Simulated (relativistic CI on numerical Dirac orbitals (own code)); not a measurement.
Energy levels of Tl LXX

Calculated at this level of theory: Dirac-Coulomb-Breit CI, separate exchange-only KLI orbitals for each configuration, model QED, unscaled Slater integrals (own radial code, finite nucleus).

Configuration list (outside the closed core [Ne]): 3s², 3s3p, 3p², 3s3d, 3d², 3p3d, 3p4s, 3d4s, 3s4s, 3s4p, 3s4d, 3s4f, 3s5s, 3s5p, 3s5d, 4s². Levels of other configurations are missing.

```
No.  Configuration  Term  J  E (10³ cm⁻¹)    %  Next component (%)
  1            3s²    ¹S  0           0.0   99                    
  2           3s3p   ³P°  0        1305.4  100                    
  3           3s3p   ³P°  1        1452.9   71              29 ¹P°
  4            3p²    ³P  0        3113.1   68               31 ¹S
  5           3s3p   ³P°  2        5896.1  100                    
  6           3s3p   ¹P°  1        6236.7   71              29 ³P°
  7            3p²    ¹D  2        7543.1   53               26 ³P
  8            3p²    ³P  1        7571.5  100                    
  9           3s3d    ³D  1        7831.2  100                    
 10           3s3d    ³D  2        7969.8   64               19 ¹D
 11           3s3d    ³D  3        8850.4  100                    
 12           3s3d    ¹D  2        9007.0   68               29 ³D
 13           3p3d   ³F°  2        9234.5   75              20 ¹D°
 14           3p3d   ³D°  1        9560.7   52              30 ¹P°
 15           3p3d   ³P°  2       10430.9   47              35 ³D°
 16           3p3d   ³F°  3       10462.5   50              28 ¹F°
 17            3p²    ³P  2       12224.6   65               35 ¹D
 18            3p²    ¹S  0       12402.6   68               32 ³P
 19           3p3d   ³D°  2       13950.6   52              24 ¹D°
 20           3p3d   ³P°  0       14042.5  100                    
 21           3p3d   ³F°  3       14042.6   49              36 ¹F°
 22           3p3d   ³P°  1       14046.5   58              37 ³D°
 23           3p3d   ³F°  4       14863.3  100                    
 24           3p3d   ³P°  2       14969.8   45              42 ¹D°
 25           3p3d   ³D°  3       15136.5   64              36 ¹F°
 26           3p3d   ¹P°  1       15255.4   64              25 ³P°
 27            3d²    ³F  2       15789.6   72               24 ¹D
 28            3d²    ³P  0       16037.4   68               32 ¹S
 29            3d²    ³F  3       16768.9  100                    
 30            3d²    ³P  2       16878.4   50               28 ¹D
```

Energies count from the lowest computed level; ° marks odd parity.

The mean weight of the leading LS term, summed over parents, in these 30 levels is 72 %, and that of the leading jj configuration (from the same eigenvectors) 98 %, so jj coupling describes them better and the LS labels are nominal.

At this charge energies of transitions that change n are usually good to better than 1 %, and those within a shell (Δn = 0) to a few per cent.

LS names give the leading component of a level, which can be under half, so a name can repeat, a term be missing and a line seem to break the LS rules.
